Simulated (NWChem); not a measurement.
## LiI: a scaling law for MP2

LiI has 2 atoms, charge 0, and is taken as a singlet. SMILES: `[Li][I]`. Geometry: the measured bond length.

MP2 (core potential), 4 core orbitals frozen, energy, NWChem 7.3.0, on 1 thread of Intel Xeon 6975P-C (Granite Rapids), shared host. N is the number of basis functions, t the processor time.

| basis | N | t (s) | ln N | ln t |
| --- | --- | --- | --- | --- |
| def2-SVPD | 47 | 4.3 | 3.850 | 1.459 |
| def2-TZVP | 64 | 8.5 | 4.159 | 2.140 |
| def2-TZVPD | 76 | 12 | 4.331 | 2.485 |
| def2-QZVPD | 126 | ? | 4.836 | ? |

Question: Fit t = C·Nᵖ to the known rows and estimate the time in def2-QZVPD.

Answer: 
1. Means of the 3 rows: ln N = 4.11333, ln t = 2.0280.
2. Σ(Δln N)² = 0.11881, Σ(Δln N·Δln t) = 0.25443, so the slope is 0.25443/0.11881 = 2.1415.
3. Intercept: 2.0280 − (2.1415) × 4.11333 = -6.7807. The largest residual of the fit is 0.014.
4. ln t = -6.7807 + 2.1415 × 4.836, so t ≈ 36 s.

The run took 99 s, so the estimate is too short by a factor of about 2.8. The fitted power is 2.1, with the electron count fixed. Fixed start-up costs flatten the line at the short runs, so it runs low for the long one.
